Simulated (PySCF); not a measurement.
SMILES OB(O)[SiH2][SiH2]B(O)O, singlet, GFN2-xTB optimised geometry.

```
16

O      2.55     0.42     0.00
B      1.19     0.42     0.00
O      0.59     1.64     0.00
Si    -0.04    -1.12     0.08
Si    -1.64    -0.74     1.73
B     -1.23     0.94     2.68
O     -0.02     1.00     3.29
O     -1.99     2.07     2.75
H      3.00    -0.42     0.00
H      1.20     2.39    -0.01
H     -0.69    -1.39    -1.21
H      0.69    -2.39     0.31
H     -1.72    -1.91     2.63
H     -3.00    -0.73     1.14
H      0.17     1.84     3.71
H     -2.84     2.05     2.32
```

Density from B3LYP/def2-TZVP run with PySCF at that geometry.

Minimum of the electron density along straight lines between bonded atoms, close to the bond critical point (lines longer than 1.1 times the sum of covalent radii, or with two minima, are not listed):

```tsv
bond	length / Å	ρ at the minimum / e bohr⁻³	∇²ρ there / e bohr⁻⁵	position (fraction from the first atom)
O1–B2	1.363	0.207	0.92	0.67
B2–O3	1.354	0.213	0.97	0.33
B2–Si4	1.972	0.119	-0.02	0.61
Si4–Si5	2.326	…	-0.17	0.50
Si5–B6	1.971	0.119	-0.02	0.39
B6–O7	1.354	0.213	0.97	0.33
B6–O8	1.364	0.207	0.91	0.33
O1–H9	0.955	0.365	-2.53	0.81
O3–H10	0.960	0.360	-2.45	0.81
Si4–H11	1.475	0.120	0.18	0.49
Si4–H12	1.482	0.118	0.18	0.49
Si5–H13	1.474	0.120	0.18	0.49
Si5–H14	1.483	0.118	0.17	0.49
O7–H15	0.960	0.360	-2.46	0.81
O8–H16	0.955	0.366	-2.53	0.81
```

### Question
Fill in the missing entries.

### Answer

- Si4–Si5, ρ at the minimum / e bohr⁻³: 0.095
